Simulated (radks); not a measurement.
Problem. These are the eigenvalues of the occupied orbitals of an atom or ion with whole-number occupations (hartree). Calculated with a radial shooting solver on a logarithmic mesh with Libxc functionals: Dirac Kohn-Sham, PBEsol, spin-unpolarised, spherical densities, point nucleus.

1s1/2: -1018.976
2s1/2: -152.7168
2p1/2: -142.4510
2p3/2: -134.7077
3s1/2: -29.14371
3p1/2: -25.00094
3p3/2: -23.60234
3d3/2: -16.26914
3d5/2: -15.98248
4s1/2: -4.60134
4p1/2: -3.24778
4p3/2: -3.00252
4d3/2: -0.91414
4d5/2: -0.88239
5s1/2: -0.48772
4f5/2: -0.01574

Which element is it, and in what charge state? The configuration may be excited. Open shells, if any, fill j = l - 1/2 first.

Solution. Z = 49, indium, charge 0: In in [Kr] 4d10 5s2 4f1. The list shows which subshells hold electrons but not how many an open one holds; the 1s level, -1019 hartree, gives Z - s = 45.1 by -(Z - s)^2/2, which with screening and relativity narrows Z to a few neighbours, and the depths of the outer levels then fix element, charge and occupations together.
